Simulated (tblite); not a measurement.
Species: C₂H₆BrSi₃ (doublet state).
Numbering: `[CH:1]#[C:2][Si@@H:3]([SiH2:4])[SiH2:5][Br:6]` (hydrogens: H7 on C1; H8 on Si3; H9, H10 on Si4; H11, H12 on Si5)
Bond orders are those of one Lewis drawing.

Computed with GFN2-xTB (tblite), gas phase: L-BFGS steps from a force-field or distance-geometry start until the largest atomic force falls under 0.01 eV/Å.

Step 10: E = -449.2064 eV
```
atom  x, y, z in Å  |  force x, y, z in eV/Å
C1     -1.2270    2.5709    0.1264   -0.105   0.191   0.045
C2     -0.6550    1.5862   -0.2520    0.195  -0.313  -0.117
Si3     0.3696    0.0858   -0.6091   -0.187  -0.103   0.183
Si4     2.1707   -0.0231    0.8023    0.072   0.007  -0.115
Si5    -1.1527   -1.6697   -0.3680    0.220  -0.028   0.052
Br6    -0.2160   -3.2106    0.9855    0.077  -0.047   0.070
H7     -1.7449    3.4345    0.4147   -0.119   0.160   0.049
H8      0.6985    0.1989   -2.0336    0.016   0.006  -0.178
H9      2.1083    0.8761    1.9518    0.086  -0.002   0.042
H10     3.4677    0.1018    0.1263    0.008   0.022   0.117
H11    -1.4263   -2.5144   -1.5211   -0.091   0.025  -0.137
H12    -2.3917   -1.4372    0.3510   -0.170   0.084  -0.012
```

Step 11: E = -449.2140 eV
```
atom  x, y, z in Å  |  force x, y, z in eV/Å
C1     -1.2263    2.5713    0.1212   -0.054   0.086   0.023
C2     -0.6509    1.5860   -0.2553    0.018  -0.086  -0.031
Si3     0.3604    0.0828   -0.6073   -0.094  -0.110   0.097
Si4     2.1664   -0.0103    0.7879    0.149  -0.009   0.019
Si5    -1.1493   -1.6746   -0.3646    0.099  -0.061   0.044
Br6    -0.2146   -3.2147    0.9879    0.071  -0.048   0.067
H7     -1.7466    3.4326    0.4157   -0.091   0.132   0.025
H8      0.6936    0.2019   -2.0299    0.018  -0.014  -0.197
H9      2.1257    0.8706    1.9535    0.047  -0.010   0.025
H10     3.4775    0.1055    0.1438    0.018   0.017   0.057
H11    -1.4370   -2.5119   -1.5207   -0.057   0.022  -0.127
H12    -2.3976   -1.4399    0.3419   -0.125   0.081  -0.002
```

Question: Estimate the geometry and energy of step 12. (The exact step hangs on the optimiser's Hessian estimate; all steps are aligned on step 11, rigid shifts and turns removed.)

Answer: E = -449.2178 eV, largest force 0.156 eV/Å
```
atom  x, y, z in Å  |  force x, y, z in eV/Å
C1     -1.2264    2.5723    0.1189   -0.016   0.008   0.003
C2     -0.6490    1.5856   -0.2559   -0.098   0.072   0.031
Si3     0.3539    0.0784   -0.6047    0.002  -0.065  -0.004
Si4     2.1657   -0.0055    0.7813    0.132  -0.020   0.080
Si5    -1.1453   -1.6792   -0.3613   -0.030  -0.092   0.032
Br6    -0.2109   -3.2176    0.9914    0.057  -0.045   0.057
H7     -1.7488    3.4336    0.4163   -0.048   0.075  -0.003
H8      0.6920    0.2023   -2.0304   -0.001  -0.030  -0.129
H9      2.1332    0.8676    1.9533    0.029  -0.010   0.023
H10     3.4805    0.1072    0.1521    0.059   0.018   0.012
H11    -1.4424   -2.5080   -1.5238   -0.030   0.029  -0.087
H12    -2.4012   -1.4374    0.3366   -0.057   0.061  -0.015
```

The energy changes by -0.0038 eV. The first-order estimate −F·Δx gives -0.0055 eV and the mean of the old and new forces, exact on a quadratic surface, -0.0037 eV. The step makes an angle of 58° with the force vector and moves no atom by more than 0.009 Å.

The cost below is that of the whole relaxation. On one thread of an Arm Neoverse V1 (shared host), this took 0.99 s wall.
